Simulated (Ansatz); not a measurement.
Relaxation of C2H8N2Si (13 atoms, charge 0, multiplicity 1), to a largest force component of 0.015 eV/Å in at most 40 steps.

These are results of RKS CAM-B3LYP/def2-SVP (Ansatz 0.2.0), not measurements.

```xyz
13
Properties=species:S:1:pos:R:3
N -1.769 1.426 0.330
C -1.042 0.612 -0.259
C 0.108 0.008 0.468
N 1.344 0.970 0.372
Si 0.607 -1.711 -0.135
H -2.533 1.812 -0.345
H -1.151 0.370 -1.321
H -0.091 -0.044 1.535
H 0.968 1.858 0.842
H 1.462 1.182 -0.579
H 0.995 -1.639 -1.529
H -0.548 -2.608 -0.016
H 1.671 -2.271 0.652
```

Problem. Where does it end, and by what steps?

Solution. The run converged. After 18 steps the energy has fallen by 0.508 eV; H7 moved furthest, 0.92 Å.

```
step  energy less start (eV)  largest force component (eV/Å)  accepted
   0                  0.0000                           3.146       yes
   1                 -0.3479                           1.380       yes
   2                 -0.3918                           0.928       yes
   3                 -0.4380                           0.447       yes
   4                 -0.4583                           0.202       yes
   5                 -0.4637                           0.404       yes
   6                 -0.4592                           1.002        no
   7                 -0.4889                           0.272       yes
   8                 -0.4965                           0.179       yes
   9                 -0.4987                           0.633       yes
  10                 -0.5026                           0.164       yes
  11                 -0.5032                           0.181       yes
  12                 -0.5057                           0.127       yes
  13                 -0.5060                           0.117       yes
  14                 -0.5067                           0.108       yes
  15                 -0.5075                           0.059       yes
  16                 -0.5076                           0.050       yes
  17                 -0.5077                           0.026       yes
  18                 -0.5077                           0.013       yes
```

```xyz
13
Properties=species:S:1:pos:R:3
N -2.166 0.769 0.315
C -1.015 0.773 -0.212
C 0.186 0.166 0.458
N 1.435 0.893 0.271
Si 0.486 -1.640 -0.074
H -2.853 1.208 -0.304
H -0.806 1.213 -1.210
H -0.046 0.108 1.535
H 1.376 1.844 0.630
H 1.693 0.954 -0.713
H 1.002 -1.641 -1.475
H -0.774 -2.428 -0.023
H 1.504 -2.255 0.818
```

Whether the end is a true minimum wasn't checked by a vibrational analysis.

Time of the run: 58 s on 2 threads of Arm Neoverse V2, on a shared host, peak memory 0.31 GiB.
